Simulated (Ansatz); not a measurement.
Basis-set series for C$_{3}$H$_{9}$BO (`CBCCO`). Total charge 0; spin multiplicity 1. The geometry is a stationary point of PBE0-D4/def2-TZVP. It is one conformer, not always the lowest.

```json
{"functional": "PBE0-D4", "basis": "def2-TZVPP", "functions": "281", "energy (Eh)": "-219.62359", "HOMO (eV)": "-7.66", "LUMO (eV)": "-0.80"}
{"functional": "PBE0-D4", "basis": "def2-QZVPP", "functions": "555", "energy (Eh)": "-219.63670", "HOMO (eV)": "-7.71", "LUMO (eV)": "-0.82"}
{"functional": "ωB97M-V", "basis": "def2-TZVPP", "functions": "281", "energy (Eh)": "-219.77127", "HOMO (eV)": "-10.08", "LUMO (eV)": "1.13"}
{"functional": "ωB97M-V", "basis": "def2-QZVPP", "functions": "555", "energy (Eh)": "-219.78405", "HOMO (eV)": "-10.13", "LUMO (eV)": "1.03"}
```

(1) Give the rows for def2-SVP. (An estimate is asked.)

## Answers

(1) Computed: 
```tsv
functional	basis	functions	energy (Eh)	HOMO (eV)	LUMO (eV)
PBE0-D4	def2-SVP	115	-219.37355	-7.42	-0.70
ωB97M-V	def2-SVP	115	-219.50806	-9.84	1.34
```

Positive LUMOs are unbound and depend on the basis.
